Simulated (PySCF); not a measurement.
**Potential energy of KSi along the bond**

Set-up: K def2-TZVPP, Si def2-TZVPP; no relativity (PySCF 2.14). Energies in eV from K + Si in their ground configurations at the same level. State: ⁴Σ⁻ (quartet), unpaired electrons σ ↑, π ↑↑.

All columns are B97-3. A positive dipole means K(−)Si(+).

```tsv
R (Å)	E (eV)	μ (D)	Mulliken charge on K (basis-dependent)	HOMO (eV)	LUMO (eV)	Mayer bond order	⟨S²⟩
2.631	-1.161	-8.70	0.54	-3.96	-1.21	0.87	3.75
2.753	-1.363	-9.12	0.53	-3.89	-1.25	0.86	3.75
2.876	-1.478	-9.53	0.53	-3.79	-1.30	0.86	3.75
2.967	-1.521	-9.83	0.52	-3.72	-1.34	0.85	3.75
3.059	-1.535	-10.14	0.52	-3.66	-1.38	0.85	3.75
3.151	-1.528	-10.44	0.52	-3.60	-1.41	0.84	3.75
3.273	-1.492	-10.84	0.52	-3.53	-1.46	0.83	3.75
3.426	-1.420	-11.33	0.52	-3.44	-1.51	0.82	3.75
3.610	-1.307	-11.88	0.52	-3.36	-1.58	0.80	3.75
3.854	-1.137	-12.51	0.52	-3.27	-1.67	0.76	3.75
```

A fit through these points gives, at Re = 3.071 Å, μ = -10.18 D and dμ/dR = -3.33 D/Å; the reduced mass is 16.28 u.

How strong is the fundamental in the double-harmonic approximation, I = 42.26·(dμ/dR)²/μred km/mol?

I = 42.26·(-3.33)²/16.28 = 28.8 km/mol at B97-3.

The state was picked by a PBE0 search and need not be the measured ground state.
